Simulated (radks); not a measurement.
The numbers below are computed, except where a source is named.
All-electron atom: the promethium ion Pm2+ in [Xe] 4f5. Level of theory: Dirac Kohn-Sham, revPBE, spin-unpolarised, spherical densities, point nucleus; open shells are shared between the two j in proportion to 2j + 1 (a radial shooting solver on a logarithmic mesh with Libxc functionals).

Spin-orbit splittings of the eigenvalues, e(l+1/2) - e(l-1/2), with zeta = 2 splitting/(2l+1) and mean radii in bohr:

| shell | occ. | splitting (eV) | zeta (eV) | <r> j=l-1/2 | <r> j=l+1/2 |
|---|---|---|---|---|---|
| 2p | 6 | 560.2 | 373.5 | 0.08245 | 0.08897 |
| 3p | 6 | 112.7 | 75.11 | 0.2498 | 0.2624 |
| 3d | 10 | 24.41 | 9.766 | 0.2339 | 0.2378 |
| 4p | 6 | 24.56 | 16.37 | 0.6082 | 0.6367 |
| 4d | 10 | 4.364 | 1.746 | 0.6826 | 0.6928 |
| 4f | 5 | ? | ? | 1.027 | 1.044 |
| 5p | 6 | 3.297 | 2.198 | 1.618 | 1.706 |

Estimate the 4f splitting.

Answer. 0.4741 eV (zeta = 0.1355 eV).
